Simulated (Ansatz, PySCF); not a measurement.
This singlet lies 1.79 eV below the relaxed triplet at the level B3LYP/cc-pVTZ // PBE0-D3(BJ)/def2-TZVP (Ansatz, a first-principles code).

Z-matrix (Å, degrees):
```
C
C 1 1.3348
H 2 1.0872 1 123.26
H 2 1.0886 3 115.86 1 -179.99
H 1 1.0921 2 117.89 3 0.02
Si 1 1.8830 5 123.66 2 179.96
N 6 1.7105 1 98.33 5 -0.21
H 7 1.0075 6 121.82 1 -179.97
H 7 1.0097 8 112.00 6 -179.96
```
Charge 0, spin multiplicity 1.

Problem. What is the computed LUMO, total energy and HOMO (PBE-D3(BJ)/def2-TZVP // PBE0-D3(BJ)/def2-TZVP in PySCF 2.14.0)?

Solution. 
```yaml
LUMO: -2.32 eV
total_energy: -423.1813 Ha
HOMO: -5.09 eV
```
